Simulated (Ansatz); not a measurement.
`N=C[SiH2][GeH2][F]` + H₂ → `[F][GeH2][SiH3]` + `C=N` at 500 K and 1 bar (hydrogenolysis of the Si–C bond).

Gas-phase electronic energies from Ansatz, PBE0-D4/def2-TZVP geometries. CCSD(T)/CBS adds triple-zeta CCSD(T) − MP2 to the extrapolated MP2 energy (def2 sets, frozen cores). This one scheme is used for every species. For Ge outer-core shells are correlated without core-valence functions, which leaves a few kJ/mol of doubt a bond. Scalar relativity is left out up to krypton. One conformer a species, not always the lowest.

```csv
species,CCSD(T)/CBS energy (Eh),H − E (kJ/mol),S (J/(mol·K))
`N=C[SiH2][GeH2][F]`,-2561.34712,228.1,452.4
H₂,-1.17544,41.0,145.5
`[F][GeH2][SiH3]`,-2468.01111,151.6,380.4
`C=N`,-94.52360,124.2,249.5
```

H − E and S are ideal-gas, rigid-rotor, harmonic terms from PBE0-D4/def2-TZVP, for one conformer and one mirror image of each species. For small species the MP2-based limit differs from directly extrapolated CCSD(T) by up to some mEh (0.8 for H₂); such offsets cancel only in part. 1 Eh = 2625.50 kJ/mol, R = 8.31446 J/(mol·K).

**Question.** By hand: ΔE, ΔH, ΔS and ΔG.

**Answer.** ΔE = (-2468.01111) + (-94.52360) − (-2561.34712) − (-1.17544) = -0.01215 Eh = -31.9 kJ/mol. Δ(H − E) = 151.6 + 124.2 − 228.1 − 41.0 = 6.7, so ΔH = -25.2 kJ/mol. ΔS = 380.4 + 249.5 − 452.4 − 145.5 = 32.0 J/(mol·K). ΔG = -25.2 − 500 × (32.0)/1000 = -41.2 kJ/mol.

**Question.** By hand: the equilibrium constant, and the temperature at which ΔG would vanish if ΔH and ΔS stayed fixed.

**Answer.** log₁₀ K = −ΔG/(RT ln 10) = 4.3. ΔH and −TΔS have one sign here, so there is no such temperature.

TΔS isn't small against ΔH here. A doubt of 5 kJ/mol in ΔE shifts log₁₀ K by 0.5 here. Other conformers and mirror images would add mixing entropy, several J/(mol·K) or more a flexible species. Modes under 60 cm⁻¹, often nearly free rotors, make the harmonic entropy too high. These are equilibria of isolated gas molecules and say nothing of rates. Largest T1 diagnostic: 0.013 (customary marks: 0.02 for closed shells, 0.045 for open ones).
